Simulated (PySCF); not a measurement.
Structure elucidation problem

The spectra below were simulated for a compound C$_{6}$H$_{13}$NSi.

1H NMR (300 MHz, computed): δ 5.35 (m, 1H), 5.21 (br s, 1H), 5.00 (br s, 1H), 2.40 (m, 1H), 2.02 (m, 2H), 1.98 (s, 3H), 1.63 (m, 2H), 0.69 (br s, 2H).

13C{1H} NMR (computed): δ 173.0 (C), 114.4 (CH2), 35.2 (CH2, 2C), 34.8 (CH), 29.3 (CH3).

PySCF 2.14 calculation with geometry from GFN2-xTB and PBE0/pcSseg-1 with gauge-including orbitals; relativity neglected, a single conformation, equivalent nuclei averaged, in vacuum.

Referencing at the same level of theory: 1H (31.72 ppm), 13C (186.93 ppm) vs TMS.

Q: Which of these isomers gave the spectra?
A. C=C(C)[C@H]1C[Si@H](N)C1
B. C=C[C@H](C)N([SiH3])C=C
C. C=C([SiH3])/C=N\CCC
D. C=C/C(C)=N/[C@H](C)[SiH3]

A: A. 

The formula gives 2 degrees of unsaturation (1 ring in the answer). 5 carbon signals for 6 carbons: some carbons are equivalent by symmetry or fast rotation. Carbon types of the structure: 1 × C, 1 × CH, 3 × CH2, 1 × CH3, leaving 3 H on heteroatoms. δC 173.0: fully substituted alkene carbon. δC 114.4: terminal =CH2 carbon; as expected for a trigonal carbon in a double bond. δC 29.3: allylic methyl carbon; a saturated carbon with 1 carbon neighbour and no heteroatom attached. δH 5.21, 5.00: hydrogen on a terminal =CH2 carbon; a vinylic proton, deshielded by the sp2 carbon and the C=C anisotropy. δH 1.98: hydrogen on an allylic methyl carbon; allylic position.

The others: C=C/C(C)=N/[C@H](C)[SiH3] would give 6 carbon signals, not 5; C=C[C@H](C)N([SiH3])C=C would give 6 carbon signals, not 5; C=C([SiH3])/C=N\CCC would give 6 carbon signals, not 5.

OH and NH positions are those of a molecule without intermolecular hydrogen bonds; in solution they move with solvent, concentration and temperature, and exchange usually removes their couplings. Shifts are as computed. Against solution values, carbons near 30 ppm lie about +3 ppm off and those near 130 ppm about +5 ppm. Of 1211 compounds with measured shifts, 218 miss one by over three times the rms of a fit or turn the order of signals round; such compounds aren't used in these exercises. No couplings were computed; multiplicities are counted from neighbouring protons, with m where these are inequivalent, close in shift, in a saturated or five-membered ring or joined by F or P, and br s for small geminal =CH2 splittings.
